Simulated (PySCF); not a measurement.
C₃H₁₂OSi₂. Atoms are numbered in the order given.

```xyz
18

C     -3.4393    -0.4740    -0.4622
C     -2.0419     0.1471    -0.3398
Si    -0.8787    -0.7821     0.8279
C      0.7914     0.0934     0.9765
Si     1.6674     0.4403    -0.6490
O      3.2750     0.8575    -0.4437
H     -3.9519    -0.5089     0.5133
H     -3.3890    -1.5081    -0.8409
H     -4.0823     0.0972    -1.1515
H     -1.5593     0.2016    -1.3323
H     -2.1137     1.1921     0.0121
H     -1.5149    -0.8944     2.1775
H     -0.6619    -2.1688     0.3124
H      0.6412     1.0431     1.5209
H      1.4531    -0.5329     1.6014
H      0.9252     1.5223    -1.3685
H      1.6922    -0.7843    -1.4911
H      3.4582     1.6684     0.0445
```
Charge 0, spin multiplicity 1.

Geometry optimised at B3LYP-D3(BJ)/def2-SVP. The structure was generated by enumeration, and PubChem lists no compound with its InChIKey, so it may never have been made. Other conformers were not sampled.

Calculation: HF/pcSseg-1 (PySCF).

GIAO shieldings, no solvent; atoms listed in one row are averaged. δ = σ(ref) − σ: ¹³C against TMS (σ = 192.6 ppm); ²⁹Si against TMS (σ = 393.8 ppm); ¹⁷O against H2O (σ = 333.0 ppm); ¹H against TMS (σ = 31.99 ppm), references at their B3LYP-D3(BJ)/def2-TZVP geometries, non-relativistic.

Computed chemical shifts:
```
nucleus       atoms  count  δ (ppm)
-------  ----------  -----  -------
¹³C              C1      1     12.4
¹³C              C2      1      6.3
¹³C              C4      1     -2.6
²⁹Si            Si5      1    -17.1
²⁹Si            Si3      1    -28.5
¹⁷O              O6      1     14.8
¹H         H16, H17      2     4.61
¹H         H12, H13      2     4.06
¹H              H18      1     1.42
¹H       H7, H8, H9      3     1.37
¹H         H10, H11      2     0.55
¹H              H15      1     0.15
¹H              H14      1     0.03
```
